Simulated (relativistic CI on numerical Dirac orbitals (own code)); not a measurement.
# One change at a time: Sr35+

Base calculation: Dirac-Coulomb-Breit CI, separate exchange-only KLI orbitals for each configuration, model QED (radiative potential, 1s self-energy scaled to tabulated hydrogen-like ionisation energies), unscaled Slater integrals.

Configurations in the expansion (outside the closed core 1s2): 2s, 2p, 3s, 3p, 3d, 4s, 4p, 4d, 4f, 5s, 5p, 5d, 5f, 5g, 6s, 6p, 6d. Levels of other configurations are missing.

Variants: (1) one mean potential for all configurations. Shifts of the energy above 2s 2S_1/2, in eV, for the lowest level and the first level of each name with at least 55 % of one term (blank where a level changes its place among those of its configuration and J or its character, or is not in the variant):

```tsv
Level	Base	Δ(1)
2s 2S_1/2	0.00	0.00
2p 2P°_1/2	76.23	+0.08
2p 2P°_3/2	158.12	+0.07
3s 2S_1/2	2588.20	-0.02
3p 2P°_1/2	2609.35	-0.02
3p 2P°_3/2	2633.62	-0.01
3d 2D_3/2	2641.19	-0.02
3d 2D_5/2	2648.80	-0.02
4s 2S_1/2	3481.80	-0.02
4p 2P°_1/2	3490.50	-0.02
4p 2P°_3/2	3500.71	-0.02
4d 2D_3/2	3503.86	-0.02
4d 2D_5/2	3507.08	-0.02
4f 2F°_5/2	3507.25	-0.02
4f 2F°_7/2	3508.84	-0.02
5s 2S_1/2	3892.02	-0.02
5p 2P°_1/2	3896.42	-0.02
5p 2P°_3/2	3901.64	-0.02
5d 2D_3/2	3903.24	-0.02
5d 2D_5/2	3904.88	-0.02
5f 2F°_5/2	3904.98	-0.02
5f 2F°_7/2	3905.80	-0.02
```

At this charge energies of transitions that change n are usually good to better than 1 %, and those within a shell (Δn = 0) to a few per cent.

Ionisation energy from the two ground configurations alone: base 4612.09 eV. The NIST ASD value (theoretical) is 4612.4 eV.
